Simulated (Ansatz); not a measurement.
## Two-coordinate energy map

SiF₃ (SMILES F[Si](F)F), doublet, PBE0-D4/def2-TZVP minimum:

F1  (0.785, -0.507, 1.152)
Si2  (-0.283, 0.213, 0.234)
F3  (-0.994, -0.892, -0.644)
F4  (0.492, 1.186, -0.742)
(Å)

Rows set the bond length F1–Si2 (Å; 1.581 at the minimum), columns the angle F3–Si2–F1 (°; 107.9), set in this order; the parts move rigidly, in a bend the first-named atom's side turns in the plane, and in a torsion the whole end group turns. CCSD(T) energies count from the value at that structure, in eV. Computed with Ansatz 0.2.0 (basis: def2-TZVPP); correlated methods freeze the cores; orbitals are unrestricted.

```tsv
F1–Si2 \ F3–Si2–F1	77.9	92.9	107.9	122.9	137.9
1.423	2.318	0.971	0.626	0.784	1.280
1.501	?	0.435	0.136	?	0.798
1.616	1.285	0.260	0.021	0.202	0.681
1.749	?	0.565	0.379	0.563	1.021
1.897	1.865	?	1.044	1.223	1.648
```

**Question.** Fill in the withheld cells. (Judge from chemistry; the value comes from the calculation.)

**Answer.** By the calculation: (1.501, 77.9): 1.645; (1.501, 122.9): 0.306; (1.749, 77.9): 1.406; (1.897, 92.9): 1.189 eV. These count from the CCSD(T) energy at the PBE0-D4 minimum.

The same grid for a cheaper method: MP2 − CCSD(T), both counted from the minimum, in eV:
```json
{"F1–Si2 \\ F3–Si2–F1": "1.423", "77.9": "0.024", "92.9": "0.021", "107.9": "0.019", "122.9": "0.019", "137.9": "0.025"}
{"F1–Si2 \\ F3–Si2–F1": "1.501", "77.9": "0.016", "92.9": "0.012", "107.9": "0.009", "122.9": "0.010", "137.9": "0.015"}
{"F1–Si2 \\ F3–Si2–F1": "1.616", "77.9": "0.006", "92.9": "0.000", "107.9": "-0.004", "122.9": "-0.003", "137.9": "0.003"}
{"F1–Si2 \\ F3–Si2–F1": "1.749", "77.9": "-0.004", "92.9": "-0.011", "107.9": "-0.015", "122.9": "-0.013", "137.9": "-0.005"}
{"F1–Si2 \\ F3–Si2–F1": "1.897", "77.9": "-0.009", "92.9": "-0.018", "107.9": "-0.019", "122.9": "-0.014", "137.9": "0.000"}
```

No T1 diagnostic of these runs exceeds 0.017. ⟨S²⟩ of the unrestricted Hartree–Fock references: 0.75 to 0.76 (a pure state has 0.75).

For scale, one of the runs: CCSD(T)/def2-TZVPP, 135 basis functions (an equivalent command: `ansatz run in.yaml --threads 4`). Time: 15 s of wall clock on 4 CPU threads; the host was shared. Peak host memory: 2 GiB.
